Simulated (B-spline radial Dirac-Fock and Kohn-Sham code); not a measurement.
## Run log: Pr

ΔSCF core binding energies without Breit or QED terms, calculated with a radial B-spline solver. Keys: rel is the Hamiltonian (dirac, or spin-free x2c and nr, where L3 and M5 stand for the whole 2p and 3d shells), method is hf or an exchange,correlation pair (spin-unpolarised, also for the hole states), nuc the nuclear model, radius_factor scales its radius, rmax is the box in bohr, h the logarithmic mesh step, order the B-spline order, points the quadrature points per cell, c_factor scales the speed of light, and damp, ndamp, maxit and tol steer the iteration. The run stops when the commutator error falls below 10·tol·max(1, Z/10), or the numerical noise floor, and the energy has settled to about 1e-8 Ha; the virial ratio is −V/T.

Input (task.json):

```json
{"items": [{"Z": 59, "q": 0, "cfg": [[1, 0, 2], [2, 0, 2], [2, 1, 6], [3, 0, 2], [3, 1, 6], [3, 2, 10], [4, 0, 2], [4, 1, 6], [4, 2, 10], [4, 3, 3], [5, 0, 2], [5, 1, 6], [6, 0, 2]], "A": 141, "rrms": 4.8919, "do": "settings", "holes": ["K", "L3", "M5"],
  "settings": [{"rel": "dirac", "method": "hf", "nuc": "fermi", "radius_factor": 2.0, "rmax": 45.0, "h": 0.3, "order": 8, "points": 10, "c_factor": 1.0, "maxit": 60, "damp": 0.5, "ndamp": 3, "tol": 1e-08}]}]}
```

Command: `python xray2_run.py task.json out`

Ground-state iterations:

```
iter   energy (Ha)        error
   1    -9227.40646107  1.96e+00
   2    -9230.67208210  5.66e-01
   3    -9236.62196526  1.17e-01
   4    -9236.95162980  3.67e-02
   5    -9236.99261380  7.22e-03
   6    -9236.99598046  5.56e-03
   7    -9236.99667581  2.02e-03
   8    -9236.99692273  7.09e-04
   9    -9236.99694664  9.52e-05
  10    -9236.99694752  2.61e-05
  11    -9236.99694756  2.39e-06
  12    -9236.99694756  6.24e-07
  13    -9236.99694756  7.92e-08
```

The ground state converged in 13 iterations, with total energy -9236.99695 Ha, virial ratio 1.93022 and highest orbital energy -4.67 eV. ΔSCF binding energies: K (1s) 42142.8 eV, L3 (2p3/2) 5979.4 eV, M5 (3d5/2) 934.0 eV.
